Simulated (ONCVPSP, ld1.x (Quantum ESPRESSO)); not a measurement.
## Potentials for sulfur compared

Generated with ld1.x 7.5 (TM, RRKJ, ultrasoft, PAW), atompaw 4.2 or ONCVPSP 4.0.1. The cutoff is in Ry: for ld1.x and atompaw files where the sum of valence levels is converged to 10 mRy in a Bessel basis, for ONCV files where the hardest occupied wave has 1 mHa per electron of residual kinetic energy. The error is the largest all-electron minus pseudo excitation energy over each file’s own four to seven test configurations (ionisations up to +4, promotions, holes and added fractions of an electron), all of which were solved. The labels leave out finer settings (local radius, basis sizes, second energies), which also bear on the numbers. Spin-polarised tests are not counted. The rows are a selection from randomly drawn settings: files with unsolved tests, undetermined cutoffs or missed reference levels are left out.

A true bound ghost makes a file unfit for plane-wave use even where its test errors are small: the radial tests pick states by their node count and pass the ghost by.

| potential | cutoff (Ry) | largest error (meV) | bound ghosts |
| --- | --- | --- | --- |
| ONCV, LDA (Perdew-Wang 92), scalar-relativistic, rc 1.40/1.35 (sp), local p, core correction no, reference 3s2 3p4, qcut 5.9/6.5, projectors 2/0 | 27 | +106 | none |
| ONCV, LDA (Perdew-Wang 92), scalar-relativistic, rc 1.45/1.30/1.45 (spd), local p, core correction no, reference 3s2 3p4, qcut 4.8/5.9/6.7, projectors 2/0/2 | 29 | +321 | none |
| ONCV, Wu-Cohen, scalar-relativistic, rc 0.85/0.65 (sp), local smoothed, core correction yes, reference 2s2 2p6 3s2 3p3, qcut 12.7/21.4, projectors 2/2 | 366 | +5.1 | none |
| ONCV, PBE, scalar-relativistic, rc 0.85/0.70 (sp), local smoothed, core correction yes, reference 2s2 2p6 3s2 3p4, qcut 12.6/15.7, projectors 2/3 | 369 | +11 | none |

Q: Fill in the row for S: PAW, BLYP, scalar-relativistic, rc 0.70/0.95/0.95 (spd), local smoothed, core correction yes, reference 2s2 2p6 3s2 3p2.

A: cutoff 160 Ry, largest error -137 meV, bound ghosts: none.

Q: Fill in the row for S: ONCV, PBE, scalar-relativistic, rc 1.40/1.10 (sp), local p, core correction yes, reference 3s2 3p4, qcut 5.9/6.4, projectors 3/0.

A: cutoff 203 Ry, largest error +54 meV, bound ghosts: s.
